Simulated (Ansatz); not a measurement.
Energy needed to pull apart SiHCl2F (SMILES F[SiH](Cl)Cl), singlet, into free ground-state atoms, from the structure below (displaced at random from its PBE0-D4/def2-TZVP minimum); no zero-point or spin–orbit terms; open-shell atoms are treated unrestricted, in their ground-state multiplicity.

```xyz
5
angstrom
F -0.0230 -0.6393 1.4628
Si 0.1474 -0.0389 -0.0177
Cl -0.5463 1.8196 0.1810
Cl -1.1327 -1.1307 -1.2054
H 1.4683 -0.2877 -0.3886
```

Ansatz 0.2.0; basis: def2-TZVPP; cores frozen in the correlated methods.

| method | atomization energy (eV) |
| --- | --- |
| PBE-D4 | 17.98 |
| r2SCAN-D4 | 17.99 |
| PBE0-D4 | 17.69 |
| wB97M-V | ? |
| HF | 13.43 |
| MP2 | 18.08 |
| CCSD | ? |
| CCSD(T) | 17.32 |

Question: What does CCSD give? (To be estimated.)

Answer: Computed: 17.00 eV, which is about 0.32 eV less than CCSD(T)/def2-TZVPP.

Question: What does wB97M-V give? (An estimate is asked for; the value comes from the calculation.)

Answer: The calculation gives: 18.00 eV, which is about 0.68 eV more than CCSD(T)/def2-TZVPP.

In triple zeta the MP2 and coupled-cluster atomization energies are still short of their basis limit by a few kcal/mol a bond, whereas those of the functionals are nearly converged, so these differences are not deviations from converged CCSD(T).

T1 diagnostic: at most 0.011.

For scale, one of the runs: CCSD(T)/def2-TZVPP forces, 171 basis functions (an equivalent command: `ansatz run in.yaml --threads 4`). Hardware: 4 CPU threads, shared host. Wall time 61 s; peak host memory 2.7 GiB.
